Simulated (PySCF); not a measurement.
NMR data sheet: C₈H₇F

```yaml
Formula: C8H7F
SMILES: C#CC/C(C#CC)=C\F
Point_group_of_the_computed_structure: C1
Degrees_of_unsaturation: 5
Carbon_signals: 8
Proton_signals: 4
```

Atoms are numbered as in `[CH:1]#[C:2][CH2:3]/[C:4]([C:5]#[C:6][CH3:7])=[CH:8]\[F:9]` (H(Xn): hydrogen on atom n).

- shieldings: GIAO PBE0/pcSseg-1
- GFN2-xTB geometry
- code: PySCF 2.14.0 with density-fitted response routines
- non-relativistic, a single conformation, rapidly exchanging positions averaged, gas phase

δ = σ(ref) − σ, references computed at the same level: TMS for ¹H and ¹³C; CFCl3 for ¹⁹F.

```tsv
carbon	δC, type	δH (multiplicity)	HMBC from (2–3 bonds)	span of the C tensor (ppm)
C1	75.3, CH	1.38 (t)	H(C3)	219
C2	86.0, C	–	H(C3), H(C1)	291
C3	21.4, CH2	3.19 (d)	H(C8), H(C1)	28
C4	112.5, C	–	H(C8), H(C3)	173
C5	80.9, C	–	H(C8), H(C3), H(C7)	261
C6	99.2, C	–	H(C7)	217
C7	5.6, CH3	2.22 (s)	–	22
C8	164.3, CH	7.19 (m)	H(C3)	147
```

Other nuclei:
```tsv
atoms	nucleus	environment	δ (ppm)	σ (ppm)
F9	¹⁹F	vinylic fluorine	-116.9	287.9
```

- Carbon types of the structure: 4 × C, 2 × CH, 1 × CH2, 1 × CH3, which accounts for all hydrogens.
- δC 164.3: alkene CH; as expected for a trigonal carbon in a double bond.
- δC 112.5: fully substituted alkene carbon; as expected for a trigonal carbon in a double bond.
- δC 99.2, 86.0, 80.9: alkyne carbon; sp carbons lie upfield of alkene carbons because the cylindrical π system leaves one tensor component strongly shielded.
- δC 75.3: terminal alkyne carbon; sp carbons lie upfield of alkene carbons because the cylindrical π system leaves one tensor component strongly shielded.
- δC 5.6: propargylic methyl carbon; a saturated carbon with 1 carbon neighbour and no heteroatom attached.

Splittings by ¹⁹F in the carbon and heteronuclear signals aren't shown, as no couplings were computed. Shifts are as computed. Against solution values, carbons near 30 ppm lie about +3 ppm off and those near 130 ppm about +5 ppm. Of 1309 compounds with measured shifts, 239 miss one by over three times the rms of a fit or turn the order of signals round; such compounds aren't used in these exercises. Unscaled 19F shifts against computed CFCl3 carry errors that often reach 10 to 50 ppm. No couplings were computed; multiplicities are counted from neighbouring protons, with m where these are inequivalent, close in shift, in a saturated or five-membered ring or joined by F or P, and br s for small geminal =CH2 splittings.
